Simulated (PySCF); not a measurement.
Static response to an electric field

Compound: SnH2(NHMe)2, C₂H₁₀N₂Sn.
Structure used (PBE0-D3(BJ)/def2-SVP), in Å, numbered top down from 1:
```xyz
15
C2H10N2Sn angstrom
Sn     1.1712   -0.2648    0.1104
H      1.3310    0.0498    1.7857
H      2.6611   -0.4683   -0.7272
N      0.0071    1.2670   -0.5715
C      0.0550    2.5927   -0.0047
H     -0.1496    1.2768   -1.5748
H     -0.8848    3.1425   -0.1951
H      0.1563    2.5316    1.0919
H      0.8842    3.2360   -0.3653
N      0.1958   -2.0308   -0.1384
C     -1.1693   -2.1927    0.3044
H      0.3683   -2.4728   -1.0368
H     -1.4436   -3.2617    0.3503
H     -1.2819   -1.8014    1.3294
H     -1.9337   -1.6802   -0.3141
```

Level: B3LYP/def2-SVPD (PySCF), static field, nuclei fixed, core orbitals frozen in the response. The polarisability tensor in these axes (au):

```
x   85.41  1.56 -1.53
y    1.56 97.50 -0.36
z   -1.53 -0.36 74.18
```

Diagonalise the tensor; give its mean and Δα, where Δα² is half the sum of the squared differences of the eigenvalues.

Principal values 73.97, 85.40 and 97.72 au; mean 85.70 au = 12.70 Å³ = 14.13 × 10⁻⁴⁰ C²·m²/J; Δα = 20.57 au (24 % of the mean).

What is the dipole moment, and where does it point?

(0.03, 0.47, -0.97) D, 1.08 D in size, pointing from the negative to the positive side. Measured along this direction, the outermost atoms are H14 at the negative end and H6 at the positive end.

Directions of the eigenvectors, and the extent of the frame along each?

Largest value along (0.13, 0.99, -0.02), where the nuclei span 6.76 Å; middle along (0.98, -0.13, -0.13), 4.41 Å; least along (0.13, 0.01, 0.99), 3.52 Å. The response follows the extents in order.

Molar refractivity from α?

Lorentz–Lorenz: R = (4π/3)N_A α = 2.5225 cm³/(mol·Å³) × 12.70 Å³ = 32.0 cm³/mol, in the limit of long wavelengths.

How large is μ²/3kT at 250 K beside α?

In Gaussian units μ²/3kT = 11.22 Å³ against 12.70 Å³, a ratio of 0.88; the Debye molar polarisation (4π/3)N_A(α + μ²/3kT) is 60.3 cm³/mol, leaving out the vibrational part.

Geometry: PBE0-D3(BJ)/def2-SVP, one conformer, isolated molecule. Atoms past krypton carry effective core potentials; spin–orbit coupling is left out.

These values come from a run that also computed excited states and ΔSCF ions. Hardware: one thread, Arm Neoverse V1 (aarch64), shared host. Cost: 95 s (with the writing of density and orbital grids), 0.95 GiB resident at most.
